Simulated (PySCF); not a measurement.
Sb(Br)2(OH) (Br₂HOSb), SMILES [OH][Sb]([Br])[Br]. The structure is a stationary point at PBE-D3(BJ)/def2-SVP. The structure was generated by enumeration; whether it is a known compound was not checked. The def2 effective core potentials stand for the cores of Sb; spin–orbit coupling is left out. Other conformers were not sampled.

Computed equilibrium geometry at PBE-D3(BJ)/def2-SVP (PySCF confirms it by a frequency run) as Cartesian coordinates in Å, and its point group (one conformer of several):
point group Cs.
```xyz
5

Sb     0.3908    -0.8036     0.0000
Br    -0.1041     0.8129    -1.9211
Br    -0.1041     0.8129     1.9211
O     -1.3178    -1.8341     0.0000
H     -2.0987    -1.2422     0.0000
```
